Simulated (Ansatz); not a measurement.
Ideal-gas functions of B2FH5Si (`B[SiH](B)F`) at 298.15 K and 1 bar, from an Ansatz frequency run at PBE0-D4/def2-TZVP.

Molar mass 73.75 g/mol, point group Cs (symmetry number 1), electronic degeneracy 1, moments of inertia 85.949, 86.81, 152.164 u Å². Harmonic wavenumbers (cm⁻¹, unscaled): 116, 187, 192, 213, 275, 505, 578, 581, 638, 672, 810, 887, 907, 923, 1148, 1159, 2164, 2586, 2592, 2680, 2682.

Use S(trans) = R[1.5 ln M + 2.5 ln T − 1.1517]; rotational temperatures θ = 24.2544 K / I; S(rot) = R[ln(√π/σ · √(T³/θAθBθC)) + 1.5]; for each mode x = 1.438777 ν̃/T, S = R[x/(eˣ − 1) − ln(1 − e⁻ˣ)] and H = RT x/(eˣ − 1); 1 cm⁻¹ = 0.0119627 kJ/mol; R = 8.31446 J/(mol·K).

Q: By hand: the entropy, in J/(mol·K).

A: Translation 162.5. Rotation: θ = 0.2822, 0.2794, 0.1594 K, giving 106.5. Vibration, mode by mode: 13.25, 9.44, 9.24, 8.44, 6.55, 2.70, 2.05, 2.02, 1.63, 1.43, 0.83, 0.62, 0.57, 0.53, 0.21, 0.20, 0.00, 0.00, 0.00, 0.00, 0.00, in all 59.7. Electronic 0.0. Sum 328.7 J/(mol·K).

Q: By hand: H − E and G − E in kJ/mol, counted from the electronic energy.

A: Zero-point energy ½ × 22495 × 0.0119627 = 134.6; thermal vibration 10.4; translation, rotation and pV give 4 RT = 9.9. H − E = 154.9 kJ/mol, and G − E = 154.9 − 298.15 × 328.7/1000 = 56.9 kJ/mol.

Vibration gives 18 % of the entropy, 13.2 J/(mol·K) of it from the mode under 150 cm⁻¹: soft modes count most, and the harmonic formula is weakest for them.
